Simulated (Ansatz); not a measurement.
Bond stretch in Ge(OMe)4, SMILES [Ge]([O]C)([O]C)([O]C)[O]C (C4H12GeO4). The Ge1–O18 bond (Ge1 also carries O, O, O; O18 carries C) is varied alone, starting from the PBE0/def2-SVP optimised geometry.

- UKS-PBE0 = unrestricted PBE0/def2-SVP run with Ansatz (a program for electronic structure)
- RKS-PBE0 = restricted PBE0/def2-SVP in Ansatz
- UKS-PBE = unrestricted PBE/def2-SVP run with Ansatz
- RKS-PBE = Ansatz with restricted PBE/def2-SVP

Scanned distances (Å): 1.43, 1.55, 1.66, 1.72, 1.75, 1.83, 1.89, 1.98, 2.13, 2.31, 2.53, 2.87, 3.25, 3.68, 4.33, 5.04.

**Question.** Where does the unrestricted solution first break spin symmetry (<S²> of 0.01 or more)?

**Answer.** UKS-PBE0: between 2.53 and 2.87 Å; UKS-PBE: between 2.53 and 2.87 Å.

| R / Å | <S²> UKS-PBE0 | E(RKS-PBE0) − E(UKS-PBE0) / eV | <S²> UKS-PBE | E(RKS-PBE) − E(UKS-PBE) / eV |
|---|---|---|---|---|
| 1.43 | 0.00 | 0.000 | 0.00 | 0.000 |
| 1.55 | 0.00 | 0.000 | 0.00 | 0.000 |
| 1.66 | 0.00 | 0.000 | 0.00 | 0.000 |
| 1.72 | 0.00 | 0.000 | 0.00 | 0.000 |
| 1.75 | 0.00 | 0.000 | 0.00 | 0.000 |
| 1.83 | 0.00 | 0.000 | 0.00 | 0.000 |
| 1.89 | 0.00 | 0.000 | 0.00 | 0.000 |
| 1.98 | 0.00 | 0.000 | 0.00 | 0.000 |
| 2.13 | 0.00 | 0.000 | 0.00 | 0.000 |
| 2.31 | 0.00 | 0.000 | 0.00 | 0.000 |
| 2.53 | 0.00 | 0.000 | 0.00 | 0.000 |
| 2.87 | 0.54 | 0.213 | 0.07 | 0.001 |
| 3.25 | 0.82 | 0.663 | 0.56 | 0.133 |
| 3.68 | 0.95 | 1.121 | 0.78 | 0.340 |
| 4.33 | 1.00 | 1.587 | 0.91 | 0.569 |
| 5.04 | 1.00 | 1.851 | 0.95 | 0.698 |
